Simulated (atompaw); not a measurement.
Building the PAW (atompaw) potential for Dy (Z = 66) (PBE, scalar-relativistic).

Dy, PAW, made with atompaw 4.2.0.5 (PBE, scalar-relativistic). Core [Kr], reference 4d10 4f10 5s2 5p6 5d0 6s0 6p0 (charge +2). Waves: 5s (bound): rc 2.00 bohr; 6s (bound, empty): rc 2.30 bohr; 5p (bound): rc 1.70 bohr; 6p (bound, empty): rc 2.30 bohr; 4d (bound): rc 0.90 bohr; 5d (bound, empty): rc 2.30 bohr; 4f (bound): rc 1.30 bohr; 4f channel at -0.65 Ry: rc 1.30 bohr. Local part: troulliermartins scheme with l = 4 at 1 Ry, radius 2.30 bohr. Core correction: smooth core density matched at 2.20 bohr. Augmentation charge: sinc compensation charge, radius 2.00 bohr; PAW radius 2.30 bohr; waves and projectors: custom polynom gramschmidtortho.

What the tests gave:

| Quantity | Value |
| --- | --- |
| Cutoffs needed | 230 Ry and over 300 Ry (the cutoffs (Ry, on a coarse ladder) from which the occupation-weighted sum of valence levels, in a spherical-Bessel basis at the reference potential, stays within 10 and 1 mRy of its value at 400 Ry) |
| Ghost test | no extra level below or beside the all-electron valence levels (s, p, d, f tested) (spherical-Bessel basis up to 400 Ry, 20 bohr box) |
| Lowest eigenvalue of the overlap operator | 0.61 (s channel) |
| Overlap eigenvalues printed by atompaw (projector basis) | 0.207, 0.456, 0.836, 1.24, 4.09, 27.3, 96.2, 101 |
| Share of each valence orbital outside the PAW sphere | 5s 3 %, 6s 87 %, 5p 9 %, 6p 93 %, 4d 0 %, 5d 50 %, 4f 2 % |

Generation and tests took about 9.4 s on one core of a shared server CPU.
